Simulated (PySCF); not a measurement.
**Mo: excitation energy**

Mo [Kr] 4d5 5s1 (7S) → Mo [Kr] 4d5 5p1 (7P), as a difference of total energies. Computed with PySCF 2.14 in aug-cc-pwCVDZ-PP with ECP28MDF, with a scalar-relativistic core potential. Correlated levels: valence and next inner shell: nothing frozen outside the core potential. The calculations carry no spin-orbit coupling.

| method | excitation energy (eV) |
| --- | --- |
| UHF | 2.874 |
| MP2 (valence and next inner shell) | 3.310 |
| SCS-MP2 (valence and next inner shell) | 3.137 |
| CCSD (valence and next inner shell) | 3.223 |
| CCSD(T) (valence and next inner shell) | 3.237 |

Q: How much does correlation contribute at CCSD(T) (valence and next inner shell)?

A: 3.237 − (2.874) = 0.363 eV, measured against UHF.

The coupled-cluster amplitudes are large for the upper state (T1 above 0.03 or a double amplitude above 0.15), so a single reference is strained.
